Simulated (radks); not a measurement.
Results of a calculation; reference values are marked as such.
The nuclear charge of neutral erbium is varied continuously with 68 electrons held in [Xe] 4f12 6s2. Level of theory: scalar-relativistic Kohn-Sham, r2SCAN, spin-polarised, spherical densities, finite nucleus; open shells are filled with parallel spins first (spin-orbit coupling, left out, can overturn this in heavy ions); meta-GGA in the generalised Kohn-Sham scheme; Fermi nuclear charge, rms radius 5.2516 fm (a radial shooting solver on a logarithmic mesh with Libxc functionals). By the Hellmann-Feynman theorem dE/dZ = E(electron-nucleus)/Z, the electronic potential at the nucleus (averaged over a nucleus of fixed radius). The scalar-relativistic energy here is not variational (the density holds large components alone), so the two differ by a part that grows with Z.

| Z | E (hartree) | E(electron-nucleus)/Z (hartree) | HOMO | e(HOMO) (eV) | <r> HOMO (bohr) |
|---|---|---|---|---|---|
| 67.9 | -13038.9199 | -471.242 | 4f | -0.750 | 0.8613 |
| 68 | -13086.4014 | -472.285 | 4f | -2.004 | 0.8473 |
| 68.1 | -13133.9889 | -473.328 | 4f | -3.323 | 0.8352 |
| 68.2 | -13181.6823 | -474.370 | 4f | -4.700 | 0.8243 |
| 68.3 | -13229.4816 | -475.411 | 6s | -5.761 | 3.839 |
| 68.4 | -13277.3866 | -476.452 | 6s | -6.428 | 3.764 |
| 68.5 | -13325.3974 | -477.493 | 6s | -7.116 | 3.693 |
| 68.6 | -13373.5140 | -478.533 | 6s | -7.822 | 3.626 |
| 68.7 | -13421.7364 | -479.574 | 6s | -8.545 | 3.563 |
| 68.8 | -13470.0645 | -480.614 | 6s | -9.287 | 3.503 |
| 68.9 | -13518.4984 | -481.655 | 6s | -10.045 | 3.447 |
| 69 | -13567.0381 | -482.695 | 6s | -10.819 | 3.393 |

The central difference of E at Z = 68 is -475.345 hartree, to compare with the third column; the second derivative is -10.6 hartree. No converged solution with all levels bound was reached at Z = 67.8.
